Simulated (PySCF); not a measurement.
# Telling isomers of C4H7FO2Si2 apart by NMR

PySCF 2.14 calculation with coordinates at the GFN2-xTB level and PBE0/pcSseg-1 with gauge-including orbitals; one conformer, gas phase, non-relativistic, rapidly exchanging positions averaged.

Referencing at the same level of theory: ¹H, ¹³C against TMS. Splittings of carbon signals by F and P are missing where no couplings were computed. Where no couplings were computed, multiplicities follow the n + 1 count of equivalent neighbours, and m marks all less simple cases (inequivalent or close neighbours, rings, F or P nearby). Shifts are as computed. Against solution values, carbons near 30 ppm lie about +3 ppm off and those near 130 ppm about +5 ppm. Of 1211 compounds with measured shifts, 218 miss one by over three times the rms of a fit or turn the order of signals round; such compounds aren't used in these exercises.

(1) Tabulate the signals of `O=C1OCC=C1[SiH2][SiH2]F`, `CC1=C(OC=O)[SiH2][Si@@H]1F` and their relative energies.

(2) What is the quickest way to tell O=C1OCC=C1[SiH2][SiH2]F from CC1=C(OC=O)[SiH2][Si@@H]1F?

## Answers

(1) 
| SMILES | carbon types | δC | δH | E rel. (kcal/mol) |
| --- | --- | --- | --- | --- |
| O=C1OCC=C1[SiH2][SiH2]F | 2×C 1×CH 1×CH2 | 186.7, 170.1, 139.0, 78.6 | 7.78 (t, 1H), 5.78 (m, 2H), 5.08 (m, 2H), 4.36 (m, 2H) | 0.0 |
| CC1=C(OC=O)[SiH2][Si@@H]1F | 2×C 1×CH 1×CH3 | 167.5, 164.5, 163.3, 17.5 | 8.22 (s, 1H), 6.12 (m, 1H), 5.33 (m, 1H), 5.22 (m, 1H), 2.19 (s, 3H) | 10.5 |

Energies are electronic energies at PBE0/pcSseg-1 on these geometries, without zero-point or thermal terms, each for the one conformer computed, which needn't be the lowest.

(2) Both give the same number of carbon signals, but DEPT or the intensities differ. The first has an allylic sp3 CH2 bonded to O at 78.6 ppm, the second an allylic methyl carbon (CH3) at 17.5 ppm. Their most deshielded carbons lie at 186.7 and 167.5 ppm. In the proton spectra the most deshielded non-exchanging signals are 7.78 (t, 1H) and 8.22 (s, 1H).
